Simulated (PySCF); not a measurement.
# [PrH4]− at several levels of theory

Computed with PySCF 2.14.0 (density fitting, no spin-orbit coupling) at the geometry relaxed with PBE0:

```xyz
5
[PrH4]− (singlet in the valence; each metal's 4f electrons, 2 of them, lie in its core potential, out of spins and levels)
Pr    0.0000    0.0000    0.0000
H     1.2598    1.2598    1.2598
H    -1.2598   -1.2598    1.2598
H     1.2598   -1.2598   -1.2598
H    -1.2598    1.2598   -1.2598
```

```
level                                    basis    state  HOMO (eV)  gap (eV)  charge on Pr1 (e)  population of f-type functions on Pr1 (polarisation alone where 4f lies in the core)  dipole about the centre of mass (D)  largest force component (eV/Å)
 PBE0    Pr lcecp-1-SVP with ECP48, H def2-SVP  singlet      -2.08      5.74               0.28                                                                                  0.03                                 0.00                            0.00
 PBE0  Pr lcecp-1-TZVP with ECP48, H def2-TZVP  singlet      -2.14      5.77               0.59                                                                                  0.04                                 0.00                            0.01
```

In the lcecp rows the 4f levels are missing from HOMO and gap, and the state counts the valence alone.

Charges are Mulliken's, which hang on the basis. The relaxation used the grid (50, 194), these runs (75, 302) or, all-electron (x2c bases, spin-free X2C Hamiltonian), (99, 590).

Q: A further run in the first row's basis gives HOMO (eV) -0.86, gap (eV) 3.88, charge on Pr1 (e) 0.14, population of f-type functions on Pr1 (polarisation alone where 4f lies in the core) 0.02, dipole about the centre of mass (D) 0.00, largest force component (eV/Å) 0.04. Which level was it?
A. revPBE
B. CAM-B3LYP

A: A. The others give HOMO -3.47 eV (CAM-B3LYP).

In the first row's basis the gap widens with exact exchange: 3.9 eV for revPBE (none); 5.7 eV for PBE0 (a fixed share); 8.1 eV for CAM-B3LYP (rising or full at long range).

An lcecp potential fixes the number of 4f electrons, so in runs with it no electron can move into or out of that shell.
